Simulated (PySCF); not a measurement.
C₄H₈Au₂S₂, SMILES [Au][S]CCCC[S][Au], multiplicity 1.

Geometry optimised at PBE-D3(BJ)/def2-SVP. The multiplicity is an assumed one; other spin states were not compared. The def2 effective core potentials stand for the cores of Au; spin–orbit coupling is left out. Other conformers were not sampled.

Level of theory: HF/def2-SVP in PySCF.

Isolated molecule, no solvent.

```
Item                                                                                                               Value
---------------------------------------------------------------------------------------------  -------------------------
total energy                                                                                         -1220.40806 hartree
point group                                                                                                          C2h
highest occupied level                                                                                          -8.53 eV
lowest empty level                                                                                               0.01 eV
orbital gap                                                                                                      8.54 eV
dipole moment                                                                                                     0.00 D
quadrupole, principal values (traceless, Buckingham form, about the centre of nuclear charge)  -40.78, -25.85, 66.63 D·Å
mean static polarisability                                                                        145.0 bohr³ (21.48 Å³)
polarisability, principal values                                                                98.3, 109.7, 226.9 bohr³
```
